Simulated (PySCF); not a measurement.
Two species compared at the same levels of theory.

First species: C5H3ClOS.
Z-matrix (Å and degrees, GFN2-xTB geometry), rows numbered from 1:
```
O 
C   1  1.1891
Cl  2  1.7811  1  119.19
C   2  1.4480  1  127.75  3  -179.97
C   4  1.4279  2  121.28  1    -0.13
C   5  1.3510  4  112.40  2  -180.00
S   6  1.7258  5  111.99  4     0.00
C   4  1.3730  2  126.79  1   179.85
H   5  1.0741  4  122.49  2    -0.01
H   6  1.0716  5  128.65  4  -179.99
H   8  1.0716  4  127.50  2    -0.02
```

Second species: C₅H₃ClOS.
SMILES with atom numbers: `[O:1]=[C:2]([Cl:3])[c:4]1[cH:5][cH:6][cH:7][s:8]1` (hydrogens: H9 on C5; H10 on C6; H11 on C7)

Structure used (GFN2-xTB), in Å, numbered top down from 1:
```
atom  x, y, z in Å
O1     2.646    1.140    1.051
C2     2.049    0.290    0.469
Cl3    2.939   -1.099   -0.206
C4     0.640    0.206    0.212
C5    -0.094   -0.751   -0.453
C6    -1.462   -0.455   -0.483
C7    -1.758    0.717    0.154
S8    -0.380    1.486    0.804
H9     0.347   -1.625   -0.895
H10   -2.200   -1.079   -0.954
H11   -2.722    1.171    0.275
```

Levels: PBE0/pcSseg-1 for dipole moment, HOMO energy, LUMO energy and HOMO–LUMO gap; GFN2-xTB for rotational constant A and rotational constant C. Geometries: GFN2-xTB. Each species is one conformer at its optimised geometry, gas phase, non-relativistic unless stated; the electronic structure was computed with PySCF and density fitting.

The conformers computed, where there is a choice (atom-mapped SMILES and torsion angles):
- `[O:1]=[C:2]([Cl:3])[c:4]1[cH:5][cH:6][s:7][cH:8]1`: O1–C2–C4–C5 0°
- `[O:1]=[C:2]([Cl:3])[c:4]1[cH:5][cH:6][cH:7][s:8]1`: O1–C2–C4–C5 180°

Q: Which of the two has the higher rotational constant C, and by how much?

A: The second: 0.785 GHz against 0.727 GHz, a difference of 0.058 GHz.

Q: Which of the two has the higher rotational constant A, and by how much?

A: The first: 3.331 GHz against 3.129 GHz, a difference of 0.202 GHz.

Q: Which of the two has the higher dipole moment, and by how much?

A: The second: 4.47 D against 3.73 D, a difference of 0.74 D.

Q: Which of the two has the higher HOMO–LUMO gap, and by how much?

A: The first: 5.72 eV against 5.42 eV, a difference of 0.30 eV.

Q: Which of the two has the higher LUMO energy, and by how much?

A: The first: -2.11 eV against -2.43 eV, a difference of 0.32 eV.

On the first: In atomic units the dipole is 1.47 e·bohr (1 au = 2.5417 D). A dipole of 3.73 D is allowed in Cs, and pure rotational transitions are dipole-allowed.

On the second: The dipole equals about 14.9 × 10⁻³⁰ C·m (1 D = 3.33564 × 10⁻³⁰ C·m). A dipole of 4.47 D is allowed in Cs, and pure rotational transitions are dipole-allowed.
